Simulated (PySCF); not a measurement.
C3H10OSi2, SMILES [Si@@H]1(CO[C@H]1[SiH3])C. Geometry optimised at PBE0-D3(BJ)/def2-SVP. The structure was generated by enumeration; whether it is a known compound was not checked.

Computed equilibrium geometry at PBE0-D3(BJ)/def2-SVP (PySCF confirms it by a frequency run) as Cartesian coordinates in Å:
```xyz
16

C     -1.8298     1.5221    -0.0802
Si    -1.2435    -0.2143     0.3005
C     -0.6712    -1.3430    -1.1249
O      0.6540    -1.4184    -0.5832
C      0.6209    -0.5397     0.5673
Si     1.8490     0.8737     0.3234
H     -1.1890     2.0011    -0.8353
H     -2.8631     1.5071    -0.4617
H     -1.8195     2.1453     0.8281
H     -2.1533    -0.8444     1.3081
H     -1.1251    -2.3462    -1.2036
H     -0.6683    -0.8935    -2.1348
H      0.8573    -1.0962     1.4940
H      1.7876     1.8096     1.4922
H      3.2450     0.3606     0.1842
H      1.4988     1.6360    -0.9148
```
Charge 0, spin multiplicity 1.
